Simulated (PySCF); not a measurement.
Indium: a sound run and one with changed settings

Sound run: In⁺ [Kr] 4d10 5s2, In²⁺ [Kr] 4d10 5s1. Calculation: PySCF 2.14, in def2-SVP with the def2 core potential (28 electrons) (4s4p2d, 26 functions); a scalar-relativistic core potential. In the sound run the correlated levels freeze 4s2 4p6 4d10 outside the core potential. The sound run starts from symmetry-adapted Hartree-Fock orbitals and uses a fine grid where one is needed.

A second run was set up differently.

| species | method | sound run (hartree) | changed run (hartree) | converged |
| --- | --- | --- | --- | --- |
| In⁺ | MP2 | -189.03602 | -189.07310 | yes |
| In²⁺ | MP2 | n/a | -188.41986 | yes |

Ionisation energy of In⁺:

| method | sound run (eV) | changed run (eV) |
| --- | --- | --- |
| UHF | 17.000 | 17.000 |
| MP2 | 17.564 | 17.775 |
| SCS-MP2 | 17.677 | 17.863 |

(1) What was changed?
A. a valence shell is frozen
B. level shift left on
C. too few SCF iterations
D. all electrons correlated in a valence basis

Results:

(1) D. A valence basis has no tight correlating functions, so it recovers only part of the core correlation, and not evenly between atom and ion.
